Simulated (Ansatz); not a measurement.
Reaction (ligand exchange at the Si–S bond): `Cl[SiH2]S[SiH2]Cl` + `CC(N)=O` → `CC(=O)N[SiH2]Cl` + `S[SiH2]Cl`

Calculated with Ansatz (gas phase, PBE0-D4/def2-TZVP geometries, no zero-point term in ΔE). CCSD(T)/CBS adds triple-zeta CCSD(T) − MP2 to the extrapolated MP2 energy (def2 sets, frozen cores). DFT in def2-TZVPP. B3LYP here is the variant with VWN-RPA as its local correlation; programs differ in this. One conformer a species, not always the lowest.

| level | ΔE (kcal/mol) | difference from CCSD(T)/CBS |
| --- | --- | --- |
| r2SCAN-D4 | 1.5 | 1.1 |
| B3LYP-D4 | 1.6 | 1.2 |
| ωB97X-V | 0.6 | 0.2 |
| B2PLYP | 0.0 | -0.4 |
| PBE | 2.2 | 1.8 |
| r2SCAN | 1.4 | 1.0 |
| PBE0 | 1.8 | 1.4 |
| B3LYP | -0.1 | -0.5 |
| MP2/def2-TZVPP | 0.6 | 0.2 |
| SCS-MP2/def2-TZVPP | -0.4 | -0.8 |
| CCSD/def2-TZVPP | -1.1 | -1.5 |
| HF/def2-QZVPP | -2.0 | -2.4 |
| MP2/def2-QZVPP | 1.2 | 0.8 |
| SCS-MP2/def2-QZVPP | 0.1 | -0.3 |
| MP2/CBS(def2) | 1.7 | 1.3 |
| CCSD/CBS(def2) | 0.0 | -0.4 |
| CCSD(T)/CBS | 0.4 | 0 |

Largest T1 diagnostic among the species: 0.014.

The D4 term adds +1.7 kcal/mol with B3LYP and +0.9 kcal/mol with PBE0; it sums over pairs of atoms, weighted by their polarisabilities, and B3LYP, whose exchange is more repulsive, gets the larger term. In def2-TZVPP, CCSD(T) changes the Hartree–Fock value by +1.0 kcal/mol (the triples alone add +0.4 kcal/mol) and MP2 by +2.4 kcal/mol.
